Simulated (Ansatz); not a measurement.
Total energies of CH₆AlGaOSi (`C[SiH2][Al]1[O][GaH]1`).

Cartesian coordinates in Å:
```
C 1.982 -0.990 -0.328
Si 0.737 0.210 -1.065
Al -1.236 0.503 0.375
O -2.568 1.562 0.498
Ga -2.985 0.435 1.954
H 1.530 -1.971 -0.168
H 2.836 -1.112 -0.998
H 2.351 -0.628 0.633
H 0.268 -0.289 -2.391
H 1.371 1.540 -1.292
H -4.285 0.740 2.783
```

Total charge 0; spin multiplicity 1. Correlated methods include outer-core shells of Ga, which these sets cover unevenly. Scalar relativity is left out up to krypton. All single points use the PBE0-D4/def2-TZVP geometry. It is one conformer, not always the lowest. Basis def2-TZVPP, Ansatz.

RPA on PBE orbitals: Hartree–Fock energy of these orbitals -2570.33043 Eh, correlation -1.39403 Eh (frozen core).

```csv
functional,energy without D4 (Eh),D4 term (kJ/mol)
LDA (SPW92),-2567.65023,–
PBE,-2573.10511,-23.4
revPBE,-2573.53179,-60.7
BLYP,-2573.85617,-49.6
r2SCAN,-2573.69543,-5.7
B97M-V,-2573.29838,–
PBE0,-2573.19723,-20.2
B3LYP,-2573.91837,-38.1
r2SCANh,-2573.67273,-6.2
r2SCAN0,-2573.64060,-6.9
HSE06 (plane-wave form),-2573.17816,-19.1
BHLYP,-2573.72586,-33.8
CAM-B3LYP,-2573.89561,-21.0
LC-ωPBE,-2573.31462,–
ωB97X-V,-2573.51423,–
ωB97M-V,-2573.62284,–
B2PLYP,-2573.12946,–
PBE-QIDH,-2572.66722,–
```

B3LYP takes the VWN-RPA correlation (the form of Gaussian; ORCA's B3LYP/G). HSE06 is the plane-wave form, built on full-range PBE exchange. The double hybrids freeze the cores in their second-order part.

LC-ωPBE has ω = 0.4 bohr⁻¹.
